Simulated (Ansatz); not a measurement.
Reaction (hydrogenolysis of a C–C bond): `C[CH2][Mg][O][SiH3]` + H₂ → `[CH3][Mg][O][SiH3]` + CH₄

Gas-phase electronic energies from Ansatz, PBE0-D4/def2-TZVP geometries. CBS: MP2 limit from def2 TZ/QZ plus the TZ coupled-cluster correction, frozen cores. This one scheme is used for every species. DFT in def2-TZVPP. For Mg outer-core shells are correlated without core-valence functions, which leaves a few kJ/mol of doubt a bond. Each species was taken in one conformer, which may not be the lowest.

```csv
species,r2SCANh energy (Eh)
`C[CH2][Mg][O][SiH3]`,-645.81508
H₂,-1.17097
`[CH3][Mg][O][SiH3]`,-606.52320
CH₄,-40.49979
```

**Question.** Work out ΔE.

**Answer.** ΔE = (-606.52320) + (-40.49979) − (-645.81508) − (-1.17097) = -0.03694 Eh = -97.0 kJ/mol. CCSD(T)/CBS gives -91.9 kJ/mol.

Largest T1 diagnostic among the species: 0.010.

From PBE to PBE0 (25 % exact exchange), in def2-TZVPP and without D4, ΔE moves by −3.0 kJ/mol. Leaving LDA and LC-ωPBE aside and taking each functional with its dispersion term where it has one, the values, not all of them listed here, spread over 17.2 kJ/mol, from B97M-V to revPBE-D4. LDA lies +4.8 kJ/mol from PBE without D4.
